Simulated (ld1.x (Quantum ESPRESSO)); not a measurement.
**Cutoff test, bismuth (Bi), TM**

* Element: Bi
* Generator: ld1.x (Quantum ESPRESSO) 7.5
* Type: norm-conserving Troullier–Martins (Kleinman–Bylander form)
* Functional: LDA (PZ)
* Relativity: scalar-relativistic
* Frozen core: [Xe] 4f14
* Valence charge: 15
* Reference configuration: 5d10 6s2 6p3
* Partial waves: 6s (bound): rc 1.80 bohr; 6p (bound): rc 2.50 bohr; 5d (bound): rc 1.85 bohr; 5f channel at 0.1 Ry: rc 3.12 bohr
* Local potential: all-electron potential smoothed inside 1.45 bohr (lloc = -1)
* Core correction: a·sin(br)/r model core inside 1.05 bohr

The pseudo-atom Hamiltonian at the reference potential is diagonalised in spherical Bessel functions j_l(qr) that vanish at 20 bohr, with q² up to the cutoff. All-electron valence levels (Ry): 6s -1.0849, 6p -0.3509, 5d -1.9979.

Task: How do the lowest levels (Ry) of each channel move with the cutoff, and are there ghosts?

Result:

```
cutoff (Ry)      s #1     s #2     s #3     p #1     p #2     d #1    d #2    f #1  Σ f·Δε (mRy)
          8   -1.5022  -1.0322  -0.0399  -0.3456   0.0253  -0.3189  0.0611  0.1093       16910.8
         15   -5.9174  -1.0688  -0.0477  -0.3511   0.0252  -1.0160  0.0553  0.1093        9851.4
         21   -8.7276  -1.0777  -0.0477  -0.8336  -0.3496  -1.5515  0.0529  0.1093        4482.3
         35  -10.4067  -1.0842  -0.0478  -2.7275  -0.3509  -1.9385  0.0511  0.1093         595.3
         45  -10.6123  -1.0843  -0.0479  -3.0021  -0.3509  -1.9889  0.0508  0.1093          91.3
         60  -10.6661  -1.0848  -0.0480  -3.0982  -0.3509  -1.9976  0.0507  0.1061           2.6
         80  -10.6750  -1.0848  -0.0480  -3.1195  -0.3509  -1.9977  0.0507  0.0675           1.5
        110  -10.6766  -1.0849  -0.0480  -3.1210  -0.3509  -1.9979  0.0507  0.0646           0.1
        400  -10.6766  -1.0849  -0.0480  -3.1210  -0.3509  -1.9979  0.0507  0.0645           0.0
```

Result: ghost states, extra bound levels that the all-electron valence spectrum of the same l lacks: s at -145.3 eV, p at -42.5 eV (a true bound ghost makes a file unfit for plane-wave use); 10 mRy is reached at 55 Ry and 1 mRy at 90 Ry.

1 of 9 tests not solved or not reliable.
